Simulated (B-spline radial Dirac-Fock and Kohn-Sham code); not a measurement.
Binding energies of I⁷⁺ at several levels of theory

System: iodine as I⁷⁺, 1s2 2s2 2p6 3s2 3p6 3d10 4s2 4p6 4d9 5s1 (an excited configuration).

The density-functional columns are spherical, spin-unpolarised Dirac-Kohn-Sham results without Breit or QED terms: −ε is minus the orbital energy of the initial state and ΔSCF the difference of two total energies. The reference in the last column comes from Dirac-Fock ΔSCF + Breit + QED. All numbers are from a radial finite-basis atomic code, in eV; a selection of levels is shown. The Kohn-Sham columns are given as differences from the reference. For the 1s level of heavy atoms much of the gap between ΔSCF and the reference is the Breit and QED part, -116.1 eV here; for other levels the error of the functional can be larger.

```tsv
level	LDA −ε − DF	LDA ΔSCF − DF	Dirac-Fock
K	-260.0	+105.9	33285.7
L1	-122.1	-53.0	5311.5
L2	-91.7	-6.4	4969.8
L3	-95.2	-15.4	4674.9
M1	-62.2	-36.1	1190.4
M2	-50.0	-23.1	1049.2
M3	-49.4	-23.4	992.4
M4	-31.4	-2.8	746.3
N2	-20.6	-7.6	253.8
N3	-20.6	-7.9	242.4
N4,5	-10.4	+1.3	157.1
O1	-3.8	+2.9	102.1
```

Values without a named source are computed, but for edge energies of neutral atoms, which are taken from tables.
